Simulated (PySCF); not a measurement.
**[RuF4]-, quartet: data card**

Level of theory: UPBE0/[Ru def2-SVPD with ECP28, F def2-SVPD], scalar-relativistic core potentials, density fitting, no spin–orbit coupling, PySCF.

The structure is a minimum.

```xyz
5
charge -1 multiplicity 4, angstrom
Ru    0.0000    0.0000    0.0000
F     1.9246    0.0001    0.1584
F    -1.9246   -0.0001    0.1584
F    -0.0001    1.9246   -0.1583
F     0.0001   -1.9245   -0.1586
```

* Point group: D2d
* Bond lengths: Ru–F 1.931 Å (×4)
* Bond angles: F–Ru–F 90.4° (×4), F–Ru–F 170.6° (×2)
* Lowest empty level (β): 0.56 eV
* Enthalpy at 298.15 K above 0 K: 19.66 kJ/mol
* Principal polarisabilities: 32.8, 51.4, 51.4 bohr³
* Principal quadrupole moments (Buckingham, traceless) about the centre of mass: -10.01, -10.01, 20.02 D Å
* Spin squared ⟨S²⟩: 3.758
* Rotational constants: 0.1182, 0.1182, 0.05989 cm⁻¹
* Dipole moment about the centre of mass: 0.00 D
* Zero-point energy: 19.1 kJ/mol
* Highest occupied level (β): -1.43 eV
* Heat capacity Cp at 298.15 K: 90.1 J/(mol K)
* Rotational symmetry number: 4
* Entropy at 298.15 K and 1 bar (electronic part: spin only): 352.2 J/(mol K)

Harmonic modes (masses in u: Ru 101.904, F 18.998):
| symmetry | ω (cm⁻¹) | IR (km/mol, summed over degenerate members) | μ (u) | type |
| --- | --- | --- | --- | --- |
| a1 | 33 | 0.0 | 19.00 | bend |
| b2 | 159 | 47.0 | 28.93 | bend |
| b1 | 208 | 0.0 | 19.00 | bend |
| e | 255 | 1.2 | 20.81 | bend |
| b2 | 534 | 2.7 | 19.08 | stretch |
| a1 | 570 | 0.0 | 19.00 | stretch |
| e | 592 | 541 | 25.70 | stretch |

In D2d the vibrations span 2a1 + 2b2 + b1 + 2e. The a1, b1 modes carry no infrared intensity, as symmetry demands.

Charges (e); Mulliken and Löwdin values are unreliable with diffuse functions:
```
    atom  Mulliken  Löwdin  polar tensor  spin (Mulliken)  Mayer order to Ru1
     Ru1      1.87    1.33          1.98             2.81                   –
F2,3,4,5     -0.72   -0.58         -0.75             0.05                0.44
```

Mulliken populations on Ru1 (electrons outside its core potential): s 2.24, p 5.98, d 5.88, f 0.02.

Outer orbital energies (eV). α occupied: -6.03, -5.59, -5.59, -5.14, -4.82, -3.88, -3.88, -2.43; empty: 3.50, 4.07, 4.22, 5.32. β occupied: -6.19, -6.19, -5.81, -5.53, -5.53, -5.33, -5.07, -1.43; empty: 0.56, 1.33, 1.33, 4.41.

Formally Ru is in oxidation state +3, d5, with 3 unpaired electrons (the high-spin count would be 5). The Mulliken spin on Ru is 2.81. The polar-tensor charge on Ru, 1.98, is below the formal one.

Other isomers or separated fragments may lie lower. Open d and f shells are described by one determinant, and the ground state may have another occupation or spin. The lowest empty level of this anion is unbound, so it and the gap depend on the basis. At this level a sextet minimum of D2d symmetry lies 15 kJ/mol below this structure.

The final relaxation and frequency run took of the order of 13 core-minutes on a shared host.
